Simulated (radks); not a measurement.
Valence configurations of Os3+ (all share [Xe]). Calculated with a radial shooting solver on a logarithmic mesh with Libxc functionals: scalar-relativistic Kohn-Sham, r2SCAN, spin-polarised, spherical densities, finite nucleus; open shells are filled with parallel spins first (spin-orbit coupling, left out, can overturn this in heavy ions); meta-GGA in the generalised Kohn-Sham scheme; Fermi nuclear charge, rms radius 5.4126 fm. Energies are relative to 4f14 5d5; eigenvalues in eV for spin up.

| valence | E (eV) | moment (Bohr magnetons) | e(4f) | e(5d) | e(6p) | e(6s) |
|---|---|---|---|---|---|---|
| 4f14 5d5 | 0.000 | 5 | -83.421 | -36.866 | - | - |
| 4f14 5d4.5 6p0.5 | 7.628 | 5 | -86.244 | -38.797 | -23.243 | - |
| 4f14 5d4 6p1 | 15.565 | 5 | -89.048 | -40.668 | -24.474 | - |
| 4f13.5 5d5 6s0.5 | 27.247 | 6 | -91.173 | -39.362 | - | -32.522 |
| 4f13.5 5d5 6p0.5 | 31.969 | 6 | -91.911 | -39.951 | -23.465 | - |
| 4f14 5d3 6p2 | 32.425 | 5 | -94.631 | -44.255 | -26.692 | - |
| 4f13 5d6 | 54.843 | 5 | -94.973 | -38.492 | - | - |
| 4f13 5d5 6s1 | 57.252 | 7 | -99.109 | -41.875 | - | -34.015 |
| 4f13 5d5 6p1 | 67.071 | 7 | -100.57 | -43.055 | -24.912 | - |
| 4f11.5 5d7 6s0.5 | 154.61 | 6 | -115.18 | -42.653 | - | -33.250 |

NIST lists [Xe] 4f14 5d5 as the ground configuration; this level of theory agrees among the configurations tried. The energies are those of spherical high-spin densities, not of single terms.
